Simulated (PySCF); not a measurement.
## Working with the constants of LaS

UHF-CCSD(T) constants of LaS, doublet, about 0.1 electrons in the 4f shell (Mulliken) (La x2c-TZVPall, S x2c-TZVPall; spin-free X2C with a Gaussian nucleus (PySCF 2.14); masses 138.9063 and 31.9721 u):

```
ωe   : 450.2 cm⁻¹
ωexe : 0.85 cm⁻¹
Be   : 0.11306 cm⁻¹
αe   : 0.000302 cm⁻¹
```

(1) What force constant and bond length do these constants imply?

(2) Estimate the centrifugal constant D from the Kratzer relation and find the Dunham coefficient a1.

Correlated steps freeze 23 core orbitals. Spin–orbit coupling is left out, which matters for elements this heavy, above all for dissociation energies. With d or f electrons several states lie close, and the lowest PBE0 determinant need not be the measured ground state.

## Answers

(1) Reduced mass μred = 25.990 u; k = 5.8918×10⁻⁷·μred·ωe² (u, cm⁻¹, mdyn/Å) = 3.10 mdyn/Å; Re = √(16.8576/(μred·Be)) (u, cm⁻¹, Å) = 2.395 Å.

(2) D = 4Be³/ωe² = 2.85e-08 cm⁻¹; a1 = −1 − αeωe/(6Be²) = -2.77.
